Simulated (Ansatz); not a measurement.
Abridged output of a molecular run in Ansatz:

```
Functional definition: HF
1540 factors; integrals over basis functions are off by at most 1.1e-3 eV
mean field evaluation 1: about -78012.4946 eV, gradient 3.6e1 eV
mean field evaluation 2: about -78012.8123 eV, gradient 3.7e1 eV
mean field evaluation 4: about -78015.8673 eV, gradient 3.8e0 eV
mean field evaluation 8: about -78015.9256 eV, gradient 2.4e-1 eV
mean field -78015.92590567 eV, -2867.0323959394 hartree, gradient 4.4e-6 eV, S^2 0.000000; 0 other end points of the search recorded, 0 dependent functions left out
17 core orbitals not correlated: weight in the atoms' cores, before any rotation towards them, 1.000 or more for the frozen orbitals, at most 0.000 for the correlated occupied ones
reference -78015.92590567 eV, -2867.0323959394 hartree; 20, 20 occupied and 216, 216 virtual orbitals, 1540 factors
second order -26.60082423 eV of doubles, -0.00000000 eV of singles
cycle   1  -26.66964169 eV  change   -6.9e-2 eV  update   1.1e-1
cycle   2  -27.30584239 eV  change   -6.4e-1 eV  update   3.1e-2
cycle   3  -27.42730093 eV  change   -1.2e-1 eV  update   1.5e-2
cycle   4  -27.41385105 eV  change    1.3e-2 eV  update   3.7e-3
cycle   5  -27.41249218 eV  change    1.4e-3 eV  update   1.7e-3
cycle   6  -27.41331196 eV  change   -8.2e-4 eV  update   5.9e-4
cycle   7  -27.41294542 eV  change    3.7e-4 eV  update   2.3e-4
cycle   8  -27.41284634 eV  change    9.9e-5 eV  update   7.7e-5
cycle   9  -27.41288297 eV  change   -3.7e-5 eV  update   3.1e-5
perturbative correction -1.06962182 eV, -0.0393078769 hartree
Total energy: -78044.40841047 eV, -2868.0791086846 hartree
```

Its atoms:

```xyz
10

F     0.6756   -0.4070   -2.4580
Si   -0.1961   -0.6963   -1.1490
C     0.6487   -0.2263    0.4490
C    -0.3446    0.8749    0.8722
Se   -1.6997    0.8886   -0.5999
H    -0.6982   -2.0790   -1.3320
H     1.6570    0.1646    0.2969
H     0.7127   -1.0341    1.1808
H     0.1051    1.8633    0.9367
H    -0.8605    0.6513    1.8033
```

(1) Which basis set was used?
A. def2-QZVPP
B. cc-pV(D+d)Z
C. def2-SVPD
D. def2-TZVPP

(2) Write the keys of the input that set method, charge and spin (a neutral closed shell needs none for the last two).

## Answers

(1) D. It gives 253 functions.

(2) 
```yaml
correlation: {method: ccsd_t}
```
